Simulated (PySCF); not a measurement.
Effect of structural changes

Method: PySCF, TDDFT CAM-B3LYP/aug-cc-pVDZ excited states, vertical, gas phase. Geometry: PBE0-D3(BJ)/def2-SVP.

Each molecule in one low-energy conformer.

The calculation is non-relativistic, which matters for the atoms heavier than Zn.

(1) How does the largest two-photon cross section among the few lowest singlets (linear parallel light, single beam, Lorentzian half width 0.1 eV, states within 0.08 eV summed) change along this series?
- COc1ccc(Br)cc1 (H on C replaced by OCH3)
- C=Cc1ccc(Br)cc1 (H on C replaced by vinyl)
- Nc1ccc(Br)cc1 (H on C replaced by NH2)
- O=Cc1ccc(Br)cc1 (H on C replaced by CHO)
- OCc1ccc(Br)cc1 (H on C replaced by CH2OH)
- Sc1ccc(Br)cc1 (H on C replaced by SH)

Results:

(1) 
```csv
molecule,S1 (eV),f(S1),largest σ (GM),at photon λ (nm)
COc1ccc(Br)cc1,4.90,0.030,2.6,403
C=Cc1ccc(Br)cc1,4.75,0.328,2.7,417
Nc1ccc(Br)cc1,4.61,0.031,0.5,513
O=Cc1ccc(Br)cc1,3.85,0.000,7.3,500
OCc1ccc(Br)cc1,5.17,0.007,0.6,410
Sc1ccc(Br)cc1,4.76,0.011,1.7,429
```
The largest two-photon cross section among the few lowest singlets (linear parallel light, single beam, Lorentzian half width 0.1 eV, states within 0.08 eV summed) is lowest for Nc1ccc(Br)cc1 and highest for O=Cc1ccc(Br)cc1.
